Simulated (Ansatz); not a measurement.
Isolated molecules relaxed with PBE0-D4/def2-TZVP in Ansatz; ΔE leaves out vibrations. CCSD(T)/CBS adds triple-zeta CCSD(T) − MP2 to the extrapolated MP2 energy (def2 sets, frozen cores). This one scheme is used for every species. Functionals use def2-TZVPP. B3LYP here is the variant with VWN-RPA as its local correlation; programs differ in this. HSE06 is defined as in plane-wave codes. def2 core potentials past Kr. For Mo outer-core shells are correlated without core-valence functions, which leaves a few kJ/mol of doubt a bond. Each species was taken in one conformer, which may not be the lowest.

`[CH3][Mo]([NH2])(=[O])=[S]` + H₂O → `[NH2][Mo](=[O])([OH])=[S]` + CH₄  (formal hydrolysis of a Mo–C bond)

CCSD(T)/CBS gives -21.3 kcal/mol.

Another level gave -25.3 kcal/mol. Which?
A. RPA@PBE/def2-TZVPP
B. B3LYP/def2-TZVPP
C. HSE06-D4/def2-TZVPP
D. B3LYP-D4/def2-TZVPP

D. B3LYP-D4 -25.3, HSE06-D4 -23.6, B3LYP -26.3, RPA@PBE/def2-TZVPP -22.5 kcal/mol.

Largest T1 diagnostic among the species: 0.025, so the coupled-cluster value is less sure than usual.

From BLYP to BHLYP (50 % exact exchange), in def2-TZVPP and without D4, ΔE moves by +2.6 kcal/mol. The D4 term adds +1.0 kcal/mol with B3LYP and +0.6 kcal/mol with PBE0; it sums over pairs of atoms, weighted by their polarisabilities, and B3LYP, whose exchange is more repulsive, gets the larger term.
